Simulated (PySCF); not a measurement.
# How methods differ on the excitation energy of Zn²⁺

Zn²⁺ [Ar] 3d10 (1S) → Zn²⁺ [Ar] 3d9 4s1, s spin flipped, as a difference of total energies. Calculation: PySCF 2.14, in aug-cc-pVDZ-PP with ECP10MDF (5s5p4d2f, 54 functions); a scalar-relativistic core potential. Correlated levels: valence: 3s2 3p6 frozen. The calculations carry no spin-orbit coupling.

```
       method  excitation energy (eV)
          UHF                   8.756
          LDA                  10.392
         PBE0                   9.942
       r2SCAN                   9.667
    BHandHLYP                   9.497
      LC-wPBE                  10.331
       PBEsol                  10.214
      wB97M-V                   9.974
MP2 (valence)                  10.902
```

Question: Estimate what PBE gives.

Answer: 10.017 eV, closest to wB97M-V among the rows shown.

Question: Estimate what SCS-MP2 (valence) gives.

Answer: 10.656 eV, closest to MP2 (valence) among the rows shown.

The upper determinant mixes two multiplicities, so it lies between the two terms.
